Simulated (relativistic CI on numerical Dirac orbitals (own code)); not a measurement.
Energy levels of La⁶⁺

These numbers are calculated, not measured: Dirac-Coulomb-Breit CI, separate exchange-only KLI orbitals for each configuration, a model potential for QED, unscaled Slater integrals (own radial code, finite nucleus).

CI space (outside the closed core [Kr] 4d10): 5s2.5p3, 5s.5p4, 5s2.5p2.4f, 5s2.5p2.5d, 5p5, 5s.5p3.5d, 5s2.5p2.5f, 5s2.5p.4f.5d, 5s.5p3.4f, 5s.5p2.4f2, 5s2.5p2.5g, 5s2.5p2.6s, 5p4.4f, 5s2.5p2.6p, 5s.5p3.5f, 5s.5p3.5g, 5p4.5d, 5s2.5p.4f.6s, 5s2.5p2.6d, 5s2.5p.4f.5g, 5s.5p2.5d2, 5s2.5p.5d.5f, 5p3.4f.5d, 5s2.5p2.7s, 5s.5p3.6s, 5s.5p2.5d.6s, 5s.5p2.4f.5f, 5s2.5p2.7p, 5s2.5p.4f2, 5s2.4f3, 5s2.4f2.5d, 5s.5p.4f2.5d, 5s2.4f2.5f, 5s.5p.4f3, 5s2.5p.5d2, 5s2.4f.5d2, 5s2.5d3, 5s.5p.5d3, 5s2.5d2.5f, 5s.5p.4f.5d2, 5p3.4f2, 5p2.4f3, 5p2.4f2.5d, 5p2.4f2.5f. Double excitations out of closed p, d and f shells are left out; levels of such configurations are missing from the list, as are those of other unlisted configurations, and high levels can miss mixing partners. These lack a partner that the ground configuration has and come out too high: 5s2.5p2.5g, 5s2.5p2.6s, 5s2.5p2.6p, 5s.5p3.5f, 5s.5p3.5g.

The lowest level is 5s2.5p3 4S°_3/2, with 70 % of that term; Hund's rules for 5s2.5p3 give 4S° with J = 3/2, in agreement.

| No. | Configuration | Term | J | E (cm⁻¹) | % | Next component (%) | Landé g | Lifetime (s) |
| --- | --- | --- | --- | --- | --- | --- | --- | --- |
| 1 | 5s2.5p3 | 4S° | 3/2 | 0.0 | 70 | 19 2P° | 1.770 |  |
| 2 | 5s2.5p3 | 2D° | 3/2 | 20583.9 | 65 | 20 4S° | 1.111 | 7.74e-03 |
| 3 | 5s2.5p3 | 2D° | 5/2 | 28100.8 | 95 | 2 5s2.5p2.4f 2D° | 1.200 | 4.17e-02 |
| 4 | 5s2.5p3 | 2P° | 1/2 | 42630.1 | 96 | 1 5p5 2P° | 0.665 | 3.31e-03 |
| 5 | 5s2.5p3 | 2P° | 3/2 | 58592.7 | 65 | 23 2D° | 1.254 | 1.32e-03 |
| 6 | 5s2.5p2.4f | 4G° | 5/2 | 123010.0 | 53 | 21 2F° | 0.780 | 1.59e-03 |
| 7 | 5s2.5p2.4f | 4G° | 7/2 | 126512.0 | 27 | 27 4D° | 1.159 | 7.04e-04 |
| 8 | 5s.5p4 | 4P | 5/2 | 137172.0 | 82 | 8 5s2.5p2.5d 4P | 1.571 | 1.64e-09 |
| 9 | 5s2.5p2.4f | 4G° | 7/2 | 139072.5 | 57 | 20 2G° | 1.053 | 8.84e-04 |
| 10 | 5s2.5p2.4f | 2D° | 5/2 | 139414.1 | 40 | 34 4G° | 1.003 | 4.16e-04 |
| 11 | 5s2.5p2.4f | 4G° | 9/2 | 141866.4 | 84 | 9 4F° | 1.179 | 7.06e-03 |
| 12 | 5s2.5p2.4f | 2G° | 7/2 | 142058.7 | 61 | 34 4D° | 1.081 | 1.88e-04 |
| 13 | 5s2.5p2.4f | 4F° | 3/2 | 144127.3 | 42 | 39 4D° | 0.786 | 3.00e-04 |
| 14 | 5s2.5p2.4f | 4D° | 5/2 | 144631.1 | 53 | 34 2D° | 1.268 | 9.39e-05 |
| 15 | 5s2.5p2.4f | 2G° | 9/2 | 147085.2 | 60 | 32 4F° | 1.175 | 3.17e-02 |
| 16 | 5s2.5p2.4f | 4G° | 11/2 | 148757.8 | 80 | 18 2H° | 1.238 | 1.27e-01 |
| 17 | 5s2.5p2.4f | 4D° | 1/2 | 150495.3 | 88 | 10 2P° | 0.066 | 1.53e-04 |
| 18 | 5s.5p4 | 4P | 3/2 | 150702.6 | 80 | 9 5s2.5p2.5d 4P | 1.671 | 1.12e-09 |
| 19 | 5s2.5p2.4f | 4D° | 3/2 | 150812.9 | 47 | 27 2D° | 0.960 | 8.20e-05 |
| 20 | 5s2.5p2.4f | 4F° | 5/2 | 151288.2 | 46 | 40 2F° | 0.991 | 6.24e-05 |
| 21 | 5s2.5p2.4f | 4F° | 7/2 | 151448.2 | 46 | 46 2F° | 1.173 | 8.47e-05 |
| 22 | 5s.5p4 | 4P | 1/2 | 154221.7 | 78 | 9 5s2.5p2.5d 4P | 2.598 | 9.90e-10 |
| 23 | 5s2.5p2.4f | 2D° | 3/2 | 157990.1 | 63 | 29 4F° | 0.708 | 2.89e-04 |
| 24 | 5s2.5p2.4f | 2G° | 9/2 | 158468.3 | 60 | 29 2H° | 1.069 | 4.19e-04 |
| 25 | 5s2.5p2.4f | 2G° | 7/2 | 158764.1 | 54 | 41 2F° | 1.002 | 5.25e-05 |
| 26 | 5s2.5p2.4f | 2F° | 5/2 | 163329.4 | 68 | 16 2D° | 0.943 | 4.58e-05 |
| 27 | 5s2.5p2.4f | 2F° | 7/2 | 168731.1 | 34 | 29 4F° | 1.173 | 1.01e-05 |
| 28 | 5s2.5p2.4f | 2F° | 5/2 | 168914.1 | 49 | 18 2D° | 0.957 | 5.21e-05 |
| 29 | 5s2.5p2.4f | 4F° | 9/2 | 170069.8 | 49 | 39 2G° | 1.220 | 1.68e-03 |
| 30 | 5s.5p4 | 2D | 3/2 | 173393.5 | 59 | 17 5s2.5p2.5d 2D | 0.919 | 6.50e-10 |
| 31 | 5s2.5p2.4f | 2D° | 3/2 | 176309.7 | 79 | 10 4F° | 0.787 | 3.23e-05 |
| 32 | 5s2.5p2.4f | 2H° | 11/2 | 176986.3 | 79 | 18 4G° | 1.125 | 3.79e-03 |
| 33 | 5s2.5p2.4f | 2H° | 9/2 | 178413.3 | 59 | 33 2G° | 0.992 | 3.84e-04 |
| 34 | 5s.5p4 | 2D | 5/2 | 179494.7 | 69 | 19 5s2.5p2.5d 2D | 1.227 | 8.96e-10 |
| 35 | 5s2.5p2.4f | 2F° | 7/2 | 183709.0 | 65 | 30 2G° | 1.069 | 1.41e-05 |
| 36 | 5s2.5p2.4f | 2D° | 5/2 | 183757.3 | 68 | 19 2F° | 1.132 | 7.40e-06 |
| 37 | 5s2.5p2.4f | 2P° | 1/2 | 186487.5 | 86 | 10 4D° | 0.595 | 2.22e-05 |
| 38 | 5s2.5p2.4f | 2P° | 3/2 | 187871.0 | 84 | 7 2D° | 1.287 | 5.34e-06 |
| 39 | 5s2.5p2.4f | 2F° | 7/2 | 194592.9 | 84 | 8 4F° | 1.144 | 1.75e-05 |
| 40 | 5s2.5p2.5d | 2P | 3/2 | 195767.9 | 27 | 26 4F | 0.950 | 7.64e-10 |
| 41 | 5s2.5p2.4f | 2F° | 5/2 | 196164.4 | 89 | 4 4F° | 0.863 | 2.36e-05 |
| 42 | 5s.5p4 | 2S | 1/2 | 200181.8 | 29 | 25 2P | 1.215 | 2.63e-10 |
| 43 | 5s2.5p2.5d | 4F | 3/2 | 200402.1 | 49 | 22 2P | 0.825 | 5.48e-10 |
| 44 | 5s2.5p2.5d | 4F | 5/2 | 203581.7 | 60 | 22 4D | 1.120 | 6.69e-10 |
| 45 | 5s2.5p2.5d | 2F | 5/2 | 212595.0 | 65 | 17 4F | 0.947 | 1.90e-09 |

Energies count from the lowest computed level; ° marks odd parity; lifetimes are radiative, by E1, M1, E2 decay to levels of this space only.

The mean weight of the leading LS term, summed over parents, in these 45 levels is 63 %, and that of the leading jj configuration (from the same eigenvectors) 69 %.

At this charge configurations can still be misplaced by up to about 7 % of their energy. Levels and lines within the n = 5 or 6 shells can be off by up to 10 % or somewhat more, and those that change n by about 2 %, since core polarisation is missing. Levels that differ in their count of f electrons can be misplaced by several ten thousand cm⁻¹, since the correlation energy of f electrons is missing or only estimated; rates across such gaps can be off by orders of magnitude.

LS names give the leading component of a level, which can be under half, so a name can repeat, a term be missing and a line seem to break the LS rules.
